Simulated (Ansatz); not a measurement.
Isolated molecules relaxed with PBE0-D4/def2-TZVP in Ansatz; ΔE leaves out vibrations. CCSD(T)/CBS is the MP2 limit (def2-TZVPP, def2-QZVPP) plus CCSD(T) − MP2 in def2-TZVPP, frozen cores. Functionals use def2-TZVPP. B3LYP here is the variant with VWN-RPA as its local correlation; programs differ in this. Each species was taken in one conformer, which may not be the lowest.

Reaction (formal exchange of groups at the Si–O bond): `C=C[Si](N)(Cl)O[SiH3]` + `CCS` → `[SiH3]CS` + `C=C[Si](N)(Cl)OC`

`C=C[Si](N)(Cl)O[SiH3]`:

Z-matrix (Å, degrees):
```
Si
C 1 1.841
Cl 1 2.063 2 111.6
N 1 1.695 2 110.9 3 -116.2
O 1 1.630 2 107.0 3 116.7
C 2 1.330 1 123.0 3 -118.6
H 2 1.088 1 118.2 3 62.0
H 4 1.006 1 121.5 2 -52.5
H 4 1.006 1 121.7 2 152.1
Si 5 1.639 1 142.3 2 -156.9
H 6 1.086 2 121.4 1 0.7
H 6 1.086 2 122.1 1 -179.4
H 10 1.487 5 110.5 1 -45.1
H 10 1.484 5 107.6 1 -164.5
H 10 1.484 5 110.4 1 75.9
```

`CCS`:

```xyz
9

C    -0.412    0.659   -0.569
C     0.643   -0.235    0.047
S    -0.020   -1.710    0.866
H    -1.022    0.106   -1.285
H     0.053    1.502   -1.087
H    -1.079    1.063    0.196
H     1.309   -0.635   -0.720
H     1.268    0.314    0.754
H    -0.739   -1.064    1.798
```

`[SiH3]CS`:

Cartesian coordinates in Å:
```
Si 0.002 -0.809 0.715
C -0.538 0.670 -0.307
S 0.485 0.858 -1.792
H -0.163 -2.054 -0.076
H -0.800 -0.906 1.966
H 1.436 -0.644 1.078
H -1.554 0.505 -0.674
H -0.550 1.594 0.275
H 1.681 0.786 -1.185
```

`C=C[Si](N)(Cl)OC`:

Z-matrix (Å, degrees):
```
Si
C 1 1.846
Cl 1 2.064 2 109.2
N 1 1.706 2 117.2 3 117.9
O 1 1.628 2 105.2 3 -120.0
C 2 1.329 1 125.1 3 -5.6
H 2 1.090 1 116.9 3 175.4
H 4 1.007 1 120.8 2 57.1
H 4 1.006 1 120.2 2 -91.1
C 5 1.412 1 124.7 2 179.6
H 6 1.086 2 122.0 1 -178.9
H 6 1.086 2 121.6 1 1.5
H 10 1.094 5 110.5 1 -78.4
H 10 1.091 5 108.1 1 162.6
H 10 1.094 5 111.5 1 42.7
```

Q: Is it downhill or uphill in electronic energy at CCSD(T)/CBS, and by how much? (An estimate is asked.)

A: The calculation gave: Uphill: ΔE = +40.7 kcal/mol.

Q: What do these levels give: B3LYP-D4, B2PLYP, PBE, B3LYP, MP2/def2-TZVPP, CCSD/def2-TZVPP? (Best estimate.)

A: Computed: B3LYP-D4 39.7, B2PLYP 40.5, PBE 36.2, B3LYP 39.6, MP2/def2-TZVPP 41.6, CCSD/def2-TZVPP 40.9 kcal/mol.

Largest T1 diagnostic among the species: 0.011.

From PBE to PBE0 (25 % exact exchange), in def2-TZVPP and without D4, ΔE moves by +2.0 kcal/mol. In def2-TZVPP, CCSD(T) changes the Hartree–Fock value by −3.8 kcal/mol (the triples alone add −0.7 kcal/mol) and MP2 by −2.3 kcal/mol.
